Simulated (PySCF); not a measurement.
Match the calculated data to a structure.

All candidates are C7H5ClO.

* UV, strongest line: among the 6 lowest singlet transitions: S6 at 6.14 eV (202 nm, f = 0.291) [TDDFT PBE0/def2-SVPD]
* 1H NMR: chemical shifts (computed TMS as zero) by class: 10.79 (1 H), 8.48 (1 H), 7.79 (1 H), 7.71 (1 H), 7.66 (1 H) ppm [GIAO PBE0/pcSseg-1]
* 13C NMR: chemical shifts (computed TMS as zero) by class: 193.9 (1 C), 151.1 (1 C), 140.9 (1 C), 136.7 (1 C), 136.5 (1 C), 135.8 (1 C), 132.5 (1 C) ppm [GIAO PBE0/pcSseg-1]
* Rotational structure: rotational constants A, B, C: 1.592, 1.557, 0.787 GHz [GFN2-xTB]
* Polarisability: 97.0 au [PBE0/def2-SVPD]
* NMR, other nuclei: isotropic shieldings of nuclei other than C and H, by class: -337 (1 O), 758 (1 Cl) ppm [GIAO PBE0/pcSseg-1]

The electronic properties come from PySCF, for the isolated species, density fitting. Levels stand in brackets. Isolated species at its GFN2-xTB geometry (one conformer only). Each NMR value is the plain mean over a class of atoms that symmetry, rotation or inversion makes alike.

Question: Which candidate is it?
A. `O=Cc1ccccc1Cl`
B. `O=Cc1cccc(Cl)c1`
C. `O=C(Cl)c1ccccc1`
D. `O=c1cccc(Cl)cc1`

Answer: A. It is `O=Cc1ccccc1Cl`. Numbering: `[O:1]=[CH:2][c:3]1[cH:4][cH:5][cH:6][cH:7][c:8]1[Cl:9]`. Its formula, C7H5ClO, gives 5 degrees of unsaturation: 1 ring and 4 π bonds in the structure found (Kekulé form). 7 carbons fall into 7 classes; from least to most shielded: aldehyde carbon [C2] (193.9 ppm), aromatic C–Cl carbon [C8] (151.1 ppm), aromatic CH carbon [C6] (140.9 ppm), aromatic CH carbon [C4] (136.7 ppm), aromatic CH carbon [C7] (136.5 ppm), substituted aromatic carbon [C3] (135.8 ppm), aromatic CH carbon [C5] (132.5 ppm). Hydrogen classes from least to most shielded: 1 H on an aldehyde carbon, C2 (10.79 ppm), 1 H on an aromatic CH carbon, C4 (8.48 ppm), 1 H on an aromatic CH carbon, C6 (7.79 ppm), 1 H on an aromatic CH carbon, C7 (7.71 ppm), 1 H on an aromatic CH carbon, C5 (7.66 ppm). The other shieldings belong to: -337 ppm, aldehyde oxygen [O1]; 758 ppm, aryl chlorine [Cl9]. The optimised geometry has point group Cs and is an asymmetric top.

The others, at the same levels:
- `O=Cc1cccc(Cl)c1` fails: its computed 13C shifts are 195.0 (1 C), 146.7 (1 C), 142.2 (1 C), 141.1 (1 C), 140.0 (1 C), 135.7 (1 C), 132.0 (1 C) ppm, 1H shifts are 10.12 (1 H), 8.39 (1 H), 7.85 (1 H), 7.83 (1 H), 7.81 (1 H) ppm and rotational constant A is 3.236 GHz (against 1.592 GHz).
- `O=c1cccc(Cl)cc1` fails: its computed 13C shifts are 187.3 (1 C), 154.7 (1 C), 152.5 (1 C), 152.4 (1 C), 142.2 (1 C), 140.1 (1 C), 138.1 (1 C) ppm, 1H shifts are 7.26 (1 H), 7.22 (1 H), 7.13 (1 H), 7.11 (1 H), 7.06 (1 H) ppm and strongest line among the 6 lowest singlet transitions is S6 at 5.65 eV (219 nm, f = 0.254) (against S6 at 6.14 eV).
- `O=C(Cl)c1ccccc1` fails: it has 5 carbon classes against 7; its computed 13C shifts are 176.8 (1 C), 141.9 (1 C), 139.7 (2 C), 136.1 (1 C), 134.2 (2 C) ppm, 1H shifts are 8.65 (2 H), 7.96 (1 H), 7.82 (2 H) ppm and rotational constant A is 3.173 GHz (against 1.592 GHz).

Each candidate is one conformer, not necessarily the lowest. The conformers computed, where there is a choice (atom-mapped SMILES and torsion angles):
- `[O:1]=[CH:2][c:3]1[cH:4][cH:5][cH:6][cH:7][c:8]1[Cl:9]`: O1–C2–C3–C4 0°
- `[O:1]=[CH:2][c:3]1[cH:4][cH:5][cH:6][c:7]([Cl:8])[cH:9]1`: O1–C2–C3–C4 0°
- `[O:1]=[C:2]([Cl:3])[c:4]1[cH:5][cH:6][cH:7][cH:8][cH:9]1`: O1–C2–C4–C5 180°
